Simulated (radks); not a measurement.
Calculated with a radial shooting solver on a logarithmic mesh with Libxc functionals: scalar-relativistic Kohn-Sham, exchange-only LDA, spin-polarised, spherical densities, finite nucleus; open shells are filled with parallel spins first; Fermi nuclear charge, rms radius of each element as measured or else 0.836 A^(1/3) + 0.57 fm. Response by self-consistent Sternheimer equations with the Hartree and adiabatic exchange-only LDA kernel, the relativistic mass of each level held fixed and spin-orbit coupling left out. For heavy and open-shell atoms this level of theory can miss by tens of per cent. Estimate the static dipole polarisabilities of Zn4+ ([Ar] 3d8) and Zn+ ([Ar] 3d10 4s1) and the C6 coefficients of the three pairs.

Answer. alpha = 0.9972 and 17.08 bohr^3; C6 = 1.986 (Zn4+-Zn4+), 8.823 (Zn4+-Zn+), 72.61 (Zn+-Zn+) hartree bohr^6.
